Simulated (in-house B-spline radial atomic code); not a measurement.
Configurations of Bi5+, with energies counted from [Xe] 4f14 5d10. Method: Dirac-Hartree-Fock, average of configuration, Fermi nucleus of rms radius 5.5211 fm. Calculated with a radial B-spline atomic code at the basis-set limit. Energies include first-order Breit, QED and recoil terms.

Occupations are held fixed; configurations that lie above the ionisation limit could autoionise.

| configuration | E - E(ref) (eV) | highest orbital | its <r> (bohr) |
| --- | --- | --- | --- |
| [Xe] 4f14 (5d3/2)4 (5d5/2)5 (6d3/2)1 | 49.531 | 6d3/2 | 2.935 |
| [Xe] 4f14 (5d3/2)3 (5d5/2)6 9s1 | 75.31 | 9s1/2 | 8.427 |
| [Kr] 4d10 4f14 5s2 (5p1/2)2 (5p3/2)3 5d10 (6f7/2)1 | 138.04 | 6f7/2 | 4.487 |
| [Kr] 4d10 4f14 5s2 (5p1/2)2 (5p3/2)3 5d10 9s1 | 145.54 | 9s1/2 | 8.415 |
| [Xe] (4f5/2)6 (4f7/2)7 5d10 (9p1/2)1 | 208.1 | 9p1/2 | 9.025 |
| [Xe] (4f5/2)5 (4f7/2)8 5d10 9s1 | 212.13 | 9s1/2 | 8.391 |
| [Kr] (4d3/2)4 (4d5/2)5 4f14 5s2 5p6 5d10 (6g9/2)1 | 495.97 | 6g9/2 | 7.217 |

Problem. Order these further configurations by energy, lowest first.
A. [Xe] 4f14 (5d3/2)3 (5d5/2)6 (5f5/2)1
B. [Xe] 4f14 (5d3/2)4 (5d5/2)5 (9p3/2)1
C. [Kr] (4d3/2)3 (4d5/2)6 4f14 5s2 5p6 5d10 (7g7/2)1
D. [Xe] 4f14 (5d3/2)4 (5d5/2)5 (8p3/2)1
E. [Xe] (4f5/2)6 (4f7/2)7 5d10 (6g9/2)1

Solution. A (55.056 eV), D (68.308 eV), B (73.878 eV), E (207.79 eV), C (523.62 eV).

Problem. How far above the reference does [Xe] 4f14 (5d3/2)3 (5d5/2)6 (7g7/2)1 lie?

Solution. 79.842 eV; its least bound orbital is 7g7/2 with <r> = 10.44 bohr.

Problem. How far above the reference does [Xe] (4f5/2)5 (4f7/2)8 5d10 (6d5/2)1 lie?

Solution. 189.71 eV; its least bound orbital is 6d5/2 with <r> = 2.953 bohr.
